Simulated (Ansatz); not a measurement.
Ansatz (a quantum-chemistry and plane-wave program) input (PBE/def2-TZVP):

Ansatz 0.2 input:
```yaml
crystal:
  periodic: [false, false, false]
  atoms:
    - {symbol: B, position_ang: [-0.00551567, 0.00557876, 0.01667771]}
    - {symbol: F, position_ang: [0.39974645, -0.40582178, -1.20472090]}
    - {symbol: O, position_ang: [-1.29701981, -0.11951926, 0.39340679]}
    - {symbol: C, position_ang: [-2.30006484, -0.68237970, -0.44361651]}
    - {symbol: O, position_ang: [0.87219930, 0.55059177, 0.88739849]}
    - {symbol: C, position_ang: [2.25138416, 0.73195264, 0.58991967]}
    - {symbol: H, position_ang: [-2.70854797, -1.56763013, 0.04530901]}
    - {symbol: H, position_ang: [-1.90529527, -0.96005582, -1.42134197]}
    - {symbol: H, position_ang: [-3.09786452, 0.05002810, -0.57074251]}
    - {symbol: H, position_ang: [2.47922401, 1.79832669, 0.61536791]}
    - {symbol: H, position_ang: [2.51242458, 0.33073055, -0.38976298]}
    - {symbol: H, position_ang: [2.84056778, 0.22708517, 1.35600892]}
basis:
  gaussian:
    orbitals: def2-TZVP
hamiltonian:
  xc: {name: PBE}
relax: {f_tol: 0.003, max_steps: 100}
```

End of the output:

```
0.27 GiB of the device are held for the grids
1.13 GiB of device memory are held for the factors and their scratch space
mean field: 0.93 GiB planned
mean field -9655.93587641 eV, -354.8490984296 hartree, gradient 8.2e-6 eV, S^2 0.000000; 0 other end points of the search recorded, 0 dependent functions left out
the calculation of the forces begins
reference -9655.93592309 eV, -354.8491001451 hartree; 24, 24 occupied and 198, 198 virtual orbitals, 1251 factors
relax step  13: F+E_penalty+E_count = -9655.93587641 eV  Δ(F+E_penalty+E_count) = -1.283e-6 eV  max|allowed force component| = 2.997e-3 eV/Å  Δτ_max = 0.0004 Å  (35 SCF iters, accepted)
integrals: 0.13 GiB planned
1251 factors; their error is unknown
0.27 GiB of the device are held for the grids
1.13 GiB of device memory are held for the factors and their scratch space
mean field: 0.93 GiB planned
mean field evaluation 128: about -9655.9359 eV, gradient 1.2e-5 eV
mean field -9655.93587641 eV, -354.8490984296 hartree, gradient 8.2e-6 eV, S^2 0.000000; 1 other end points of the search recorded, 0 dependent functions left out
the calculation of the forces begins
reference -9655.93592309 eV, -354.8491001451 hartree; 24, 24 occupied and 198, 198 virtual orbitals, 1251 factors
Total energy: -9655.93592309 eV, -354.8491001451 hartree
Atom 0 at    -0.005984     0.006356     0.017567 Å, force    -0.000032    -0.000325     0.000505 eV/Å
Atom 1 at     0.403644    -0.416079    -1.208288 Å, force     0.000169     0.000000    -0.000506 eV/Å
Atom 2 at    -1.305920    -0.113420     0.405022 Å, force     0.000383    -0.000526    -0.001090 eV/Å
Atom 3 at    -2.302546    -0.685157    -0.443377 Å, force    -0.000281     0.000376     0.001047 eV/Å
Atom 4 at     0.869987     0.563289     0.898934 Å, force     0.000228     0.000014    -0.001157 eV/Å
Atom 5 at     2.253586     0.735837     0.589459 Å, force     0.001064     0.000849     0.001162 eV/Å
Atom 6 at    -2.728829    -1.566883     0.056776 Å, force     0.000324     0.001072    -0.000760 eV/Å
Atom 7 at    -1.893773    -0.983917    -1.419303 Å, force    -0.000443     0.000323     0.001159 eV/Å
Atom 8 at    -3.101445     0.054883    -0.595409 Å, force     0.000704    -0.000975    -0.000110 eV/Å
Atom 9 at     2.496341     1.807173     0.641693 Å, force    -0.000487    -0.002997    -0.000188 eV/Å
Atom 10 at     2.504670     0.355300    -0.411042 Å, force    -0.000351     0.000844     0.002126 eV/Å
Atom 11 at     2.851509     0.201505     1.341870 Å, force    -0.001278     0.001343    -0.002189 eV/Å
Dipole moment:     0.053675    -0.055392    -0.160674 e Å
```
